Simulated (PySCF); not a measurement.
B(Me)(OMe)(iPr), SMILES C(B(C)OC)(C)C at its GFN2-xTB optimised geometry (Å):

```
20

B      0.2771     0.5320     0.0000
C      1.8682     0.5320     0.0000
H      2.2622    -0.0332    -0.8415
H      2.2634     0.0652     0.8990
H      2.2717     1.5388    -0.0558
O     -0.2878     1.7415     0.0000
C     -1.6572     2.0502    -0.0231
H     -1.8090     2.9527     0.5727
H     -1.9670     2.2510    -1.0522
H     -2.2717     1.2423     0.3802
C     -0.5571    -0.8498    -0.0404
C      0.2101    -2.0553     0.5083
C     -0.9940    -1.1417    -1.4847
H     -1.4718    -0.7547     0.5597
H     -0.4063    -2.9527     0.4681
H      1.1093    -2.2343    -0.0753
H      0.5009    -1.8865     1.5425
H     -1.5876    -0.3237    -1.8875
H     -1.5897    -2.0526    -1.5297
H     -0.1212    -1.2733    -2.1207
```

Computed with B3LYP/def2-SVP (PySCF). Cells within 0.4 Å of a nucleus heavier than hydrogen are left out (blank, or x).

Map of the HOMO amplitude (bohr^(-3/2)) on the plane z = 0.0 Å; orbital energy -7.16 eV, overall sign arbitrary:

```
|44444444444444444444444444444|
|44444444444444444444444444444|
|44444444444444444444444444444|
|44444444444444444444444444444|
|44444444444444444444444444444|
|44444444433444444444444444444|
|44444444433445554444444444444|
|44444444433346655444444444444|
|444444445xx248965444444444444|
|444444455xx21xx64444555444444|
|4444444554320x343334555444444|
|44444445544322221123555444444|
|44444444444445xx000xx65444444|
|44444444444557xx210xx65444444|
|44444444444578864223555444444|
|44444444333479965333444444444|
|444444433322xx865444444444444|
|444444433320xx554444444444444|
|44444444332112443334444444444|
|44444444433333333334444444444|
|44444444444344433333444444444|
|44444444444445543334444444444|
|44444444444455544444444444444|
|44444444444455544444444444444|
|44444444444444444444444444444|
|44444444444444444444444444444|
|44444444444444444444444444444|
|44444444444444444444444444444|
|44444444444444444444444444444|
```
Scale: ten equal steps from -0.180 (start of '0') to 0.238 (end of '9'), in the order '0123456789'; x runs from -5.00 to 5.00, y from -5.00 (bottom) to 5.00 (top).
